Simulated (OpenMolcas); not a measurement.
Fe⁺.

| Quantity | Value |
| --- | --- |
| Program | OpenMolcas 26.06 |
| Basis | ANO-RCC-VTZP [6s5p3d2f1g] |
| Scalar Hamiltonian | DKH2, point nucleus |
| Active space | 7 electrons in 6 orbitals (3d 4s) |
| State averaging | 2S+1 = 6 even, 6 roots; 2S+1 = 4 even, 40 roots kept (CI in the orbitals of an earlier block); 2S+1 = 2 even, 58 roots kept (CI in the orbitals of an earlier block) |
| Spin-orbit coupling | RASSI with atomic mean-field integrals over the reference wave functions, term energies averaged over their components |

Two sets of levels on these reference wave functions, in cm⁻¹ above 3d⁶ 4s ⁶D_9/2: one from CASSCF and one from MS-CASPT2, IPEA 0.25 Eh, imaginary shift 0.1 Eh (closed shells correlated: 3s 3p).

| Level | Set 1 | Set 2 |
| --- | --- | --- |
| 3d⁶ 4s ⁶D_9/2 | 0.0 | 0.0 |
| 3d⁶ 4s ⁶D_7/2 | 389 | 388 |
| 3d⁶ 4s ⁶D_5/2 | 681 | 681 |
| 3d⁶ 4s ⁶D_3/2 | 884 | 886 |
| 3d⁶ 4s ⁶D_1/2 | 1004 | 1007 |
| 3d⁶ 4s ⁴D_7/2(1) | 7660 | 10160 |
| 3d⁶ 4s ⁴D_5/2(1) | 8120 | 10610 |
| 3d⁶ 4s ⁴D_3/2(1) | 8420 | 10920 |
| 3d⁶ 4s ⁴D_1/2(1) | 8600 | 11100 |
| 3d⁶ 4s ⁴H_13/2 | 22170 | 24440 |
| 3d⁶ 4s ⁴H_11/2 | 22320 | 24610 |
| 3d⁶ 4s ⁴H_9/2 | 22450 | 24750 |
| 3d⁶ 4s ⁴H_7/2 | 22570 | 24860 |
| 3d⁶ 4s ⁴P_5/2 | 21240 | 26580 |
| 3d⁶ 4s ⁴P_3/2 | 22240 | 27590 |
| 3d⁶ 4s ⁴F_9/2 | 23390 | 27740 |

Q: Which set is which?

A: Set 1 is MS-CASPT2. Its levels of the other terms of 3d⁶ 4s lie at 0.75 to 0.91 of the other set's values, as expected, since terms of lower spin or lower L gain more correlation energy than the Hund ground term. Against 8 measured levels (NIST Handbook of Basic Atomic Spectroscopic Data) the mean absolute deviation is 450 cm-1 with it and 1600 cm-1 without; single levels miss by up to 920 cm-1 with it.

Term energies are means over components that CASPT2 splits; among the terms shown or strongly mixed into the levels shown the widest spread is 230 cm-1 (3d⁶ 4s ⁴H, MS-CASPT2). Over all roots computed the reference weight is 0.88 to 0.94 in MS-CASPT2; the roots of lowest weight are the least certain, and an intruder state may touch them. Terms from blocks run as CI alone lack orbitals of their own. No level of 3d⁷ was computed, though it lies in the active space. Without dynamic correlation excited terms often stand tens of per cent too high (terms of higher spin than the ground term too low), and those without a measured partner can miss by more than the paired ones (holds for CASSCF). Computed and measured levels are paired by configuration, term and J; levels that our copy of the source lacks, or whose pairing is in doubt (as where it misses far off the trend of its configuration), stay unpaired and out of the deviations. Only configurations of the active space appear. The table leaves out levels that lie high or whose names do not pair safely across all columns.

A number in round brackets counts repeated terms of one configuration in the order of the reference energies.
